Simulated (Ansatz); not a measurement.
C8H20Ge (`C[CH2][Ge]([CH2]C)([CH2]C)[CH2]C`), 29 atoms. Charge 0, multiplicity 1. Correlated methods include outer-core shells of Ge, which these sets cover unevenly. Scalar relativity is left out up to krypton. Hardware: A = 4 threads of an AMD EPYC 7R13 on a shared host and a share of an NVIDIA H100 80 GB; B = 4 threads of an AMD EPYC 7R13 on a shared host. Correlated methods freeze the cores.

Task: How many basis functions does each run have, and how long does it take in Ansatz? RKS PBE0-D4/def2-TZVP relaxation (7 steps) [A]; RKS PBE-QIDH (frozen core)/def2-TZVPP energy [A]; RKS ωB97M-V/def2-QZVPP energy [A]; RKS ωB97M-V/def2-SVP energy [B]; RKS PBE0-D4/def2-SVP energy [B]; RKS r2SCANh-D4/def2-TZVPP energy [A]; RKS PBE0-D4/def2-QZVPP energy [A]; RHF-CCSD(T)/def2-SVP energy [A]; RKS CAM-B3LYP-D4/def2-TZVPP energy [A]; direct RPA on PBE orbitals/def2-TZVPP energy [A]; RHF-MP2/def2-QZVPP energy [A]; RKS B2PLYP (frozen core)/def2-TZVPP energy [A]. (An estimate is asked.)

Result: Ansatz gave: Other jobs shared the machine, so times are rough.

```tsv
level	job	functions	wall time	peak host memory (GiB)
RKS r2SCANh-D4/def2-TZVPP	energy [A]	576	3.7 s	1.6
RKS B2PLYP (frozen core)/def2-TZVPP	energy [A]	576	5.5 s	3.4
RKS PBE-QIDH (frozen core)/def2-TZVPP	energy [A]	576	5.5 s	3.4
RKS PBE0-D4/def2-SVP	energy [B]	244	6 s	1.6
RKS CAM-B3LYP-D4/def2-TZVPP	energy [A]	576	6.5 s	1.6
RHF-CCSD(T)/def2-SVP	energy [A]	244	6.5 s	1.6
direct RPA on PBE orbitals/def2-TZVPP	energy [A]	576	8 s	3.4
RKS PBE0-D4/def2-QZVPP	energy [A]	1145	8.6 s	1.8
RKS ωB97M-V/def2-SVP	energy [B]	244	15 s	1.8
RKS ωB97M-V/def2-QZVPP	energy [A]	1145	16 s	1.9
RKS PBE0-D4/def2-TZVP	relaxation (7 steps) [A]	416	18 s	1.1
RHF-MP2/def2-QZVPP	energy [A]	1145	22 s	17
```
